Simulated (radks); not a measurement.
The praseodymium ion Pr3+, configuration [Xe] 4f2.

Calculated with a radial shooting solver on a logarithmic mesh with Libxc functionals: non-relativistic Kohn-Sham, PBE, spin-unpolarised, spherical densities, point nucleus; relativity is left out, which matters for an element this heavy.

Energy parts (eV):
part                      energy
total                 -242784.19
kinetic                242707.15
electron-nucleus      -573563.71
Hartree                 93717.31
exchange-correlation    -5644.94

Orbitals (lengths in bohr, moments of r in powers of bohr; <r^-3> diverges for s and p1/2; r(90%) holds 90 % of the orbital's charge):
orbital,occ.,eigenvalue (eV),<1/r>,r(90%),<r^2>,<r^-3>
1s,2,-39724.48,58.46,0.0457,0.0008854,-
2s,2,-6224.582,13.51,0.169,0.01422,-
2p,6,-5894.888,13.53,0.151,0.01062,6899
3s,2,-1364.868,5.030,0.420,0.09414,-
3p,6,-1221.646,4.963,0.414,0.08888,1359
3d,10,-954.9352,4.849,0.387,0.07244,227.6
4s,2,-292.7003,2.130,0.936,0.4798,-
4p,6,-238.7760,2.037,0.975,0.5118,293.5
4d,10,-143.9409,1.832,1.08,0.6010,40.88
5s,2,-61.4073,0.8525,2.20,2.649,-
5p,6,-46.4446,0.7631,2.46,3.266,44.68
4f,2,-33.2945,1.338,1.63,1.178,5.392
5d,0,-24.5452,0.5649,3.37,5.847,3.947
6s,0,-20.1691,0.3724,4.83,13.12,-

The highest occupied level is 4f at -33.294 eV. Virial ratio -V/T = 2.00032. The electron density at the nucleus is 1.457e+05 e/bohr^3. The density falls to 0.001 e/bohr^3 at r = 3.45 bohr.
